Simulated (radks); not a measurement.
Results of a calculation; reference values are marked as such.
Valence configurations of neutral copper (all share [Ar]). Code: a radial shooting solver on a logarithmic mesh with Libxc functionals. Model: Dirac Kohn-Sham, PBEsol, spin-unpolarised, spherical densities, point nucleus; open shells are shared between the two j in proportion to 2j + 1. Energies are relative to 3d10 4s1; eigenvalues in eV.

3d10 4s1: E (eV) 0.000; e(3d3/2) -5.224; e(3d5/2) -4.954; e(4s1/2) -4.609
3d9.5 4s1.5: E (eV) 0.585; e(3d3/2) -7.302; e(3d5/2) -7.020; e(4s1/2) -5.196
3d9 4s2: E (eV) 1.986; e(3d3/2) -9.723; e(3d5/2) -9.429; e(4s1/2) -5.831
3d10 4p1: E (eV) 4.170; e(3d3/2) -7.343; e(3d5/2) -7.071; e(4p1/2) -1.738; e(4p3/2) -1.689
3d9 4s1 4p1: E (eV) 6.863; e(3d3/2) -11.780; e(3d5/2) -11.484; e(4p1/2) -2.152; e(4p3/2) -2.080; e(4s1/2) -7.152
3d8.5 4s0.5 4p2: E (eV) 15.145; e(3d3/2) -16.181; e(3d5/2) -15.871; e(4p1/2) -3.140; e(4p3/2) -3.043; e(4s1/2) -8.756
3d8.5 4p2.5: E (eV) 18.016; e(3d3/2) -16.973; e(3d5/2) -16.663; e(4p1/2) -3.464; e(4p3/2) -3.361
3d8 4s1 4p2: E (eV) 19.335; e(3d3/2) -19.114; e(3d5/2) -18.792; e(4p1/2) -3.396; e(4p3/2) -3.285; e(4s1/2) -9.357
3d6 4s1 4p4: E (eV) 64.622; e(3d3/2) -35.977; e(3d5/2) -35.599; e(4p1/2) -5.733; e(4p3/2) -5.535; e(4s1/2) -13.391
3d5 4s2 4p4: E (eV) 90.336; e(3d3/2) -44.075; e(3d5/2) -43.669; e(4p1/2) -6.379; e(4p3/2) -6.145; e(4s1/2) -14.650

NIST lists [Ar] 3d10 4s1 as the ground configuration; this level of theory agrees among the configurations tried. The energies are those of spherical spin-averaged densities, not of single terms.
